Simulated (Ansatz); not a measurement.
Consider the atomization: `N[SiH](F)[SiH2][SiH3]` → F• + 8 H• + N• + 3 Si•.

Isolated molecules relaxed with PBE0-D4/def2-TZVP in Ansatz; ΔE leaves out vibrations. CCSD(T)/CBS adds triple-zeta CCSD(T) − MP2 to the extrapolated MP2 energy (def2 sets, frozen cores). This one scheme is used for every species, atoms too. For atomizations the MP2-based limit and the directly extrapolated one differ by several kJ/mol either way, and by 10 to 25 for some Ge, Se and Sn compounds, so smaller differences from it don't rank the levels. No spin–orbit coupling; open shells (•) take unrestricted orbitals. Spin–orbit coupling would lower the free atoms: a little for F, Si. Each species was taken in one conformer, which may not be the lowest.

| species | MP2/def2-QZVPP energy (Eh) |
| --- | --- |
| `N[SiH](F)[SiH2][SiH3]` | -1026.48713 |
| F• | -99.63608 |
| H• | -0.49998 |
| N• | -54.50773 |
| Si• | -288.91898 |

(1) Work out ΔE.

Largest T1 diagnostic among the species: 0.013.

Answers

(1) ΔE = 8 × (-0.49998) + 3 × (-288.91898) + (-99.63608) + (-54.50773) − (-1026.48713) = 1.58654 Eh = +43.17 eV. CCSD(T)/CBS gives +43.63 eV.

From PBE to PBE0 (25 % exact exchange), in def2-TZVPP and without D4, ΔE moves by −0.38 eV: exact exchange takes away binding that semilocal exchange gives to molecules. In def2-TZVPP, CCSD(T) changes the Hartree–Fock value by +10.21 eV (the triples alone add +0.48 eV) and MP2 by +10.27 eV; breaking electron pairs costs correlation energy, which Hartree–Fock lacks.
